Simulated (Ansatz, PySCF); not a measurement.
C3H7FOSi, SMILES C([SiH2]CC=O)F.

Geometry optimised at PBE0-D3(BJ)/def2-SVP. This is a generated structure with no PubChem entry under its InChIKey; it may be hypothetical. One conformer was computed; it need not be the lowest.

Vertical ionisation energy (IE) and electron affinity (EA) in eV. Rows of orbital energies are one-electron estimates. Where ΔSCF, EOM or ADC give a negative EA the extra electron is unbound and the value depends on the basis.

```tsv
level	IE	EA
−ε(HOMO), −ε(LUMO), r2SCAN/def2-TZVP (PySCF)	6.35	1.90
−ε(HOMO), −ε(LUMO), PBE/def2-TZVP (PySCF)	6.04	2.13
ΔSCF, ωB97X-V/def2-SVPD (Ansatz), final states of multiplicity 2 and 2	10.12	-1.01
ΔSCF, PBE/def2-SVPD (Ansatz), final states of multiplicity 2 and 2	9.46	-0.54
```

**Question.** What vertical singlet–triplet gap does ΔSCF give with ωB97X-V/def2-SVPD (Ansatz, a first-principles code) and with PBE/def2-SVPD (Ansatz)? (The exact figures need the calculation; the answer reports its results.)

**Answer.** 3.85 and 3.68 eV (triplet above singlet where positive).
